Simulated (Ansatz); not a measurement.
System: trihydroxy(methyl)silane, CH6O3Si, charge 0, multiplicity 1. SMILES: O[Si](O)(O)C
Structure (B3LYP-D3(BJ)/def2-TZVP (Ansatz, a program for electronic structure) minimum search):
```xyz
11

C      1.8066    -0.0799    -0.2468
Si    -0.0245    -0.0058     0.0132
O     -0.7691     1.0303    -1.0365
O     -0.7662    -1.4466    -0.2584
O     -0.2323     0.4273     1.5834
H      2.2786     0.8760    -0.0103
H      2.2529    -0.8393     0.3974
H      2.0414    -0.3297    -1.2828
H     -0.5156     1.9560    -1.0218
H     -1.3013    -1.5139    -1.0530
H     -1.1104     0.3239     1.9597
```
Charge 0, spin multiplicity 1.

Wanted: vertical ionisation energy (to the doublet state of charge +1; each state is the SCF solution reached for its spin), in eV. Valence correlation only, unless marked. Open shells are spin-unrestricted. Spin-orbit coupling is left out. No relativistic terms. 

| level | program | vertical ionisation energy (eV) |
|---|---|---|
| HF/aug-cc-pV(D+d)Z | Ansatz | 10.87 |
| HF/aug-cc-pV(Q+d)Z | Ansatz | 10.58 |
| SVWN5/def2-TZVPD | Ansatz | 10.49 |
| PBE/def2-TZVPD | Ansatz | 10.29 |
| r2SCAN/def2-TZVPD | Ansatz | 10.51 |
| B3LYP/def2-TZVPD | Ansatz | 10.83 |
| PBE0/def2-TZVPD | Ansatz | 10.85 |
| wB97M-V/def2-TZVPD | Ansatz | 11.18 |
| wB97X-V/def2-TZVPD | Ansatz | 11.22 |
| MP2/aug-cc-pV(T+d)Z | Ansatz | 11.65 |
| SCS-MP2/aug-cc-pV(T+d)Z | Ansatz | 11.65 |
| CCSD/aug-cc-pV(D+d)Z | Ansatz | 11.37 |
| CCSD/aug-cc-pV(T+d)Z | Ansatz | 11.50 |
| CCSD(T)/aug-cc-pV(T+d)Z | Ansatz | 11.42 |
